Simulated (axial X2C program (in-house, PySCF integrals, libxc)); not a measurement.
**Low determinants of LiBe⁻ at the PBE0 level, two-component**

All values were computed with an axial X2C code built on PySCF integrals. Two-component (2c) means X2C with spin–orbit coupling and atomic mean-field two-electron Coulomb and Gaunt terms. Basis: Be dyall-av3z [9s9p4d2f], Li dyall-av3z [9s9p3d] (cores contracted in-house); Gaussian nuclei, density fitting, unrestricted open shells. Masses: Be 9.012 u, Li 7.016 u.

Search at 2.925 Å (vertical energies from the lowest determinant):

| ΔE (eV) | state | electrons beyond evenly filled partner blocks | electrons in ±ω = 1/2, 3/2, 5/2, 7/2 |
| --- | --- | --- | --- |
| 0.00 | Ω = 0 | none | 8 0 0 0 |
| 0.14 | Ω = 1 | 2 × ω = 1/2 | 8 0 0 0 |
| 0.28 | Ω = 2 | ω = 1/2, ω = 3/2 | 7 1 0 0 |
| 0.41 | Ω = 1 | ω = -1/2, ω = 3/2 | 7 1 0 0 |
| 2.10 | Ω = 3 | 3 × ω = 1/2, ω = 3/2 | 7 1 0 0 |
| 3.78 | Ω = 3 | ω = 1/2, ω = 5/2 | 7 0 1 0 |
| 3.85 | Ω = 2 | ω = -1/2, ω = 5/2 | 7 0 1 0 |

Lowest determinant, Ω = 0 (closed shell): Re = 2.915 Å, ωe = 216.5 cm⁻¹.

The determinant in row 2 of the search, Ω = 1 (⟨Sz⟩ = 1.00, ⟨Lz⟩ = 0.00 at PBE0), was followed along the bond at PBE0; measured from the minimum of the lowest determinant it gives:

Te = 0.086 eV (697 cm⁻¹), Re = 2.627 Å, ωe = 325.2 cm⁻¹.

Task: Compare the bond of the determinant in row 2 with that of the lowest one.

Result: At PBE0 its Re is 0.288 Å shorter and its force constant, which goes as ωe², is 2.26 times that of the lowest determinant. T0 ≈ Te + Δωe/2 = 697 + (54) = 751 cm⁻¹.

The search compares states at one distance, so a state with another bond length can lie lower; it is not exhaustive and yields mostly the lowest determinant of each block pattern, so other components and higher states of one pattern are missing. These are energies of single determinants, not of spin-adapted states; PBE0 term energies can be off by some tenths of an eV, and the functional has no current term. Open-shell Ω = 0 determinants with evenly filled partner blocks cannot be reached by this program, so the Ω shown need not be the lowest component. The lowest determinant need not be the ground state where others lie within half an eV. For an anion, determinants above electron detachment are held by the basis set. The highest occupied level of some functionals is positive through self-interaction error; at Hartree–Fock it is bound. Row 1 has a positive highest level at its minimum. Row 2 has a positive highest level at its minimum.
